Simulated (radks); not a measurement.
Values are calculated unless marked as measured or tabulated.
Question: Spherical quantum dot in the effective-mass picture: electrons in a parabolic well V = omega^2 r^2 / 2 with omega = 0.105, with a point charge +1 (a donor) at the centre, all in effective atomic units (hartree* = m*/eps^2 hartree, bohr* = eps/m* bohr), one dielectric constant everywhere. Level of theory: non-relativistic Kohn-Sham, LDA (Slater exchange, Perdew-Wang correlation), spin-polarised, spherical densities (a radial shooting solver with Libxc functionals). Levels are named by radial order and angular momentum (1s, 1p, 1d, 2s, ...), and open shells are averaged over m. At N = 8 the configuration is 1s2 1p(up 3, down 2) 2s(up 1, down 0). Does electron 9 go into 1d up or 1p down or 2s down?

Answer: Into 1p down. The total energies of the other choices lie higher by 0.00768 hartree* (2s down), 0.0376 hartree* (1d up).
